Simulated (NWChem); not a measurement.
# C2H7BO; SMILES C(C)BO

```xyz
11

B     -0.6408     0.8950     0.0000
H     -1.6380     1.5856     0.0000
C     -0.7293    -0.6789     0.0000
C      0.5902    -1.4425     0.0000
H     -1.3509    -0.9654    -0.8694
H     -1.3509    -0.9654     0.8694
H      1.1998    -1.2082     0.8896
H      1.1998    -1.2082    -0.8896
H      0.4443    -2.5336     0.0000
O      0.5298     1.5705     0.0000
H      1.2961     0.9843     0.0000
```
Atoms are numbered in this order, from 1.

Program: NWChem. Medium grid unless said otherwise, to which SCAN and Minnesota functionals are sensitive. Coordinates come from a PBE0/def2-SVP optimisation. Hybrids' shares of exact exchange are those that their runs print; pure functionals count as 0. The functionals differ in more than this share.

```
row                                   share of exact exchange  orbital gap (eV)
------------------------------------  -----------------------  ----------------
PBE/def2-SVP                                             0.00              6.20
LDA (Slater exchange, VWN5)/def2-SVP                     0.00              6.02
TPSSh/def2-SVP                                           0.10              7.56
B3LYP/def2-SVP                                           0.20          withheld
M06-2X/def2-SVP                                          0.54             11.06
```

Task: Fit a straight line of the last column on the one before it, predict the withheld value, and compare with the run.

Result: 
1. Means of the 4 shown rows: x = 0.160, y = 7.710. Slope Σ(x − x̄)(y − ȳ)/Σ(x − x̄)² = 1.794/0.1992 = 9.006; intercept 6.269.
2. The shown rows scatter about the line by 0.237 (root mean square); the largest residual is +0.39, at TPSSh/def2-SVP.
3. At x = 0.20 (B3LYP/def2-SVP; inside the shown range) the line gives 8.07.
4. The run gives 8.27, +0.20 from the line, 0.8 times the scatter.
